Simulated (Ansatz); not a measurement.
Total energies of F2H3Si2, SMILES `F[Si](F)[SiH3]` radical.

Cartesian coordinates in Å:
```
F 2.216 -0.750 0.499
Si 1.135 0.399 0.768
F 0.671 0.206 2.287
Si -0.726 0.067 -0.663
H -1.340 -1.275 -0.479
H -0.241 0.222 -2.058
H -1.714 1.131 -0.353
```

Charge 0, multiplicity 2. Geometry: relaxed with PBE0-D4/def2-TZVP. Basis def2-TZVPP, the Gaussian-basis code of Ansatz.

RPA on PBE orbitals: Hartree–Fock energy of these orbitals -778.62839 Eh, correlation -1.17833 Eh (frozen core).

| functional | energy without D4 (Eh) | D4 term (kJ/mol) |
| --- | --- | --- |
| LDA (SPW92) | -777.05004 | – |
| PBE | -780.16707 | -13.4 |

Q: Give the same for revPBE, BLYP, r2SCAN, B97M-V, PBE0, B3LYP, r2SCANh, r2SCAN0, HSE06 (plane-wave form), BHLYP, CAM-B3LYP, LC-ωPBE, ωB97X-V, ωB97M-V, B2PLYP, PBE-QIDH. (Estimate.)

A: Computed: 
| functional | energy without D4 (Eh) | D4 term (kJ/mol) |
| --- | --- | --- |
| revPBE | -780.46691 | -37.4 |
| BLYP | -780.64022 | -29.3 |
| r2SCAN | -780.52671 | -3.1 |
| B97M-V | -780.43624 | – |
| PBE0 | -780.22275 | -11.4 |
| B3LYP | -780.70430 | -22.0 |
| r2SCANh | -780.51230 | -3.3 |
| r2SCAN0 | -780.49185 | -3.7 |
| HSE06 (plane-wave form) | -780.20144 | -10.7 |
| BHLYP | -780.59056 | -18.3 |
| CAM-B3LYP | -780.62928 | -11.7 |
| LC-ωPBE | -780.36762 | – |
| ωB97X-V | -780.49582 | – |
| ωB97M-V | -780.56081 | – |
| B2PLYP | -780.31341 | – |
| PBE-QIDH | -780.02817 | – |

B3LYP takes the VWN-RPA correlation (the form of Gaussian; ORCA's B3LYP/G). HSE06 is the plane-wave form, built on full-range PBE exchange. The double hybrids freeze the cores in their second-order part.

LC-ωPBE has ω = 0.4 bohr⁻¹.
